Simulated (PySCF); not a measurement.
Species: C3H9ClO2Si2.
Geometry (GFN2-xTB, Å), atoms numbered from 1 in this order:
```xyz
17
C3H9ClO2Si2 angstrom
Si    -3.1158    0.6921    0.1570
C     -2.0819   -0.6418   -0.7369
O     -0.7426   -0.2516   -0.8855
Si     0.4484   -0.4392    0.1769
O      1.6124    0.2422   -0.7372
C      2.9028    0.4626   -0.5487
C      3.6558    0.1604    0.5012
Cl     3.0499   -0.6211    1.9058
H     -2.9684    1.9607   -0.5523
H     -2.6518    0.8133    1.5386
H     -4.5072    0.2351    0.1352
H     -2.1326   -1.5974   -0.2044
H     -2.4706   -0.8152   -1.7453
H      0.7041   -1.8549    0.4362
H      0.2129    0.3175    1.4052
H      3.3718    0.9604   -1.3921
H      4.7057    0.3891    0.5364
```

Computed at PBE0/pcSseg-1 (PySCF, non-relativistic), with Q(17O) = −0.0256 b, Q(35Cl) = −0.0817 b: O3, 17O (I = 5/2): χzz = -10.38 MHz, η = 0.398; O5, 17O (I = 5/2): χzz = -9.486 MHz, η = 0.087; Cl8, 35Cl (I = 3/2): χzz = -72.14 MHz, η = 0.019.

Problem. Where would the pure quadrupole (NQR) lines of 17O at O3 fall for the rigid, isolated species?

Solution. From the eigenvalues of H = χ/[4I(2I − 1)] × [3Iz² − I(I + 1) + η(Ix² − Iy²)], steps between neighbouring levels, labelled as for η = 0: ±1/2↔±3/2 1.806 MHz, ±3/2↔±5/2 3.026 MHz (silyl ether oxygen).

Problem. Find the zero-field quadrupole resonance frequencies of 17O at O5.

Solution. From the eigenvalues of H = χ/[4I(2I − 1)] × [3Iz² − I(I + 1) + η(Ix² − Iy²)], steps between neighbouring levels, labelled as for η = 0: ±1/2↔±3/2 1.435 MHz, ±3/2↔±5/2 2.842 MHz (silyl ether oxygen).

Problem. Where would the pure quadrupole (NQR) lines of 35Cl at Cl8 fall for the rigid, isolated species?

Solution. From ν = (|χ|/2)√(1 + η²/3): ν = 36.07 MHz (vinyl chlorine). For 37Cl the ratio of quadrupole moments, 0.7881, gives 28.43 MHz.

Problem. Apply the simplest Townes–Dailey estimate (no s hybridisation, no π bonding), ionic character = 1 − χzz/χ0, where χ0 is the coupling for one missing p electron along the bond: −109.74 MHz for 35Cl.

Solution. Cl8 on C7: 1 − (-72.14)/(-109.74) = 0.34. In this model a purely covalent bond gives χ0 and a free halide ion gives zero; s hybridisation or π bonding, where present, is counted here as ionic character.

In a crystal, neighbours and librations shift these lines. GFN2-xTB bond lengths can be off by several hundredths of an ångström, more for odd bonds, and the gradients follow them. These gradients aren't converged with respect to the basis.

The run behind these numbers computed NMR shieldings as well. On one thread of an Arm Neoverse V1, shared host with 32 logical CPUs at a one-minute load of 28, this took 51 s wall (with the writing of density and orbital grids) and 0.91 GiB of memory at its peak.

One conformer stands for the species.
